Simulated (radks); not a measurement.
Question: The mean radii <r> (bohr) of the occupied orbitals of an atom or ion are listed with their occupations. Calculated with a radial shooting solver on a logarithmic mesh with Libxc functionals: non-relativistic Kohn-Sham, LDA (Slater exchange, Perdew-Wang correlation), spin-unpolarised, spherical densities, point nucleus.

orbital  occ.      <r>
1s          2  0.03388
2s          2   0.1474
2p          6   0.1260
3s          2   0.4034
3p          6   0.3960
3d         10   0.3694
4s          2   0.9752
4p          6    1.033
4d          3    1.203

Name the element and its charge.

Answer: Z = 45, rhodium, charge +6: Rh6+ in [Kr] 4d3. The 1s radius gives Z: for a bare nucleus <r> = 1.5/Z, 0.03333 bohr for Z = 45, and screening makes it slightly larger (0.03388 here). The occupations add up to 39, and the charge is Z minus that.
